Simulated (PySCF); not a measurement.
H7BGeSi, SMILES B[SiH2][GeH3], PBE/def2-SVP optimised geometry.

```
10

B      1.66    -1.26     0.00
Si    -0.33    -1.26     0.00
Ge    -0.74     1.13     0.00
H      2.28    -1.20    -1.04
H      2.28    -1.19     1.04
H     -1.01    -1.80     1.23
H     -1.01    -1.80    -1.23
H     -0.14     1.80    -1.26
H     -2.28     1.37     0.00
H     -0.14     1.80     1.26
```

Density from PBE/def2-TZVP (PySCF 2.14.0) at that geometry.

Minimum of the electron density along straight lines between bonded atoms, close to the bond critical point (lines longer than 1.1 times the sum of covalent radii, or with two minima, are not listed):

| bond | length / Å | ρ at the minimum / e bohr⁻³ | ∇²ρ there / e bohr⁻⁵ | position (fraction from the first atom) |
|---|---|---|---|---|
| B1–Si2 | 1.987 | 0.112 | ___ | 0.61 |
| Si2–Ge3 | 2.426 | ___ | ___ | 0.46 |
| B1–H4 | 1.217 | 0.178 | -0.43 | 0.44 |
| B1–H5 | 1.217 | 0.178 | -0.43 | 0.44 |
| Si2–H6 | 1.507 | 0.115 | 0.12 | 0.49 |
| Si2–H7 | 1.507 | 0.115 | 0.12 | 0.49 |
| Ge3–H8 | 1.552 | 0.129 | 0.04 | 0.59 |
| Ge3–H9 | 1.554 | 0.128 | 0.04 | 0.59 |
| Ge3–H10 | 1.552 | 0.129 | 0.04 | 0.59 |

### Question
What belongs in the gaps?

### Answer

- B1–Si2, ∇²ρ there / e bohr⁻⁵: -0.05
- Si2–Ge3, ρ at the minimum / e bohr⁻³: 0.079
- Si2–Ge3, ∇²ρ there / e bohr⁻⁵: -0.10
